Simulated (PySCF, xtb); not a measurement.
C5H5F, SMILES C#CCC(=C)F. The values are those of a single conformer.

Harmonic wavenumbers (cm⁻¹) from GFN2-xTB in xtb at its own minimum, in rising order: 38, 125, 286, 343, 359, 439, 585, 643, 669, 721, 860, 876, 928, 939, 1005, 1127, 1226, 1274, 1376, 1417, 1731, 2297, 2957, 2982, 3133, 3171, 3401.

**Question.** What does PySCF 2.14.0 with PBE-D3(BJ)/def2-SVP give at its own minimum? (An estimate is asked for; the answer gives what the named calculation found.)

**Answer.** 68, 136, 326, 355, 390, 458, 625, 643, 661, 721, 823, 846, 894, 925, 972, 1155, 1244, 1297, 1346, 1364, 1705, 2174, 2952, 3026, 3111, 3218, 3409. Paired by order, the mean absolute difference is 28 cm⁻¹ and the zero-point energies are 49.9 and 49.8 kcal/mol.
